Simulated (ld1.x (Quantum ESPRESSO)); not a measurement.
**u(r) = r·R(r): atom against pseudo-atom (Si (Z = 14))**

Columns: radius, all-electron u(r) and pseudo u(r) of the 3p shell (level -4.17 eV) of silicon in the configuration [Ne] 3s2 3p2; LDA (PZ), scalar-relativistic, TM scheme, ld1.x (Quantum ESPRESSO) 7.5.

```csv
r (bohr),all-electron,pseudo
0.098,0.1004,-0.0036
0.195,0.2141,-0.0141
0.292,0.2617,-0.0313
0.390,0.2486,-0.0551
0.488,0.1947,-0.0849
0.585,0.1186,-0.1197
0.682,0.0322,-0.1589
0.780,-0.0574,-0.2023
0.878,-0.1442,-0.2482
0.975,-0.2243,-0.2952
1.072,-0.2971,-0.3425
1.170,-0.3623,-0.3893
1.268,-0.4192,-0.4338
1.365,-0.4673,-0.4744
1.463,-0.5080,-0.5109
1.560,-0.5411,-0.5421
1.658,-0.5677,-0.5679
1.755,-0.5879,-0.5880
1.852,-0.6027,-0.6027
1.950,-0.6127,-0.6127
2.047,-0.6182,-0.6182
2.145,-0.6200,-0.6200
2.242,-0.6185,-0.6185
2.340,-0.6141,-0.6141
2.438,-0.6073,-0.6073
2.535,-0.5985,-0.5985
```

(1) How many radial nodes do the two functions have?

(2) At about which radius was the pseudo-wave matched?

(3) Is the pseudo-wave norm-conserving?

Results:

(1) The all-electron 3p function has n − l − 1 = 1; the pseudo-wave has 0, since the states of the same l below it are removed with the core.

(2) 1.95 bohr. The columns agree to 0.0005 from 1.66 bohr on; several derivatives are matched, so the curves merge somewhat inside the radius.

(3) Yes: the TM scheme keeps the norm inside the radius equal to the all-electron one, which fixes the energy derivative of the logarithmic derivative at the level.
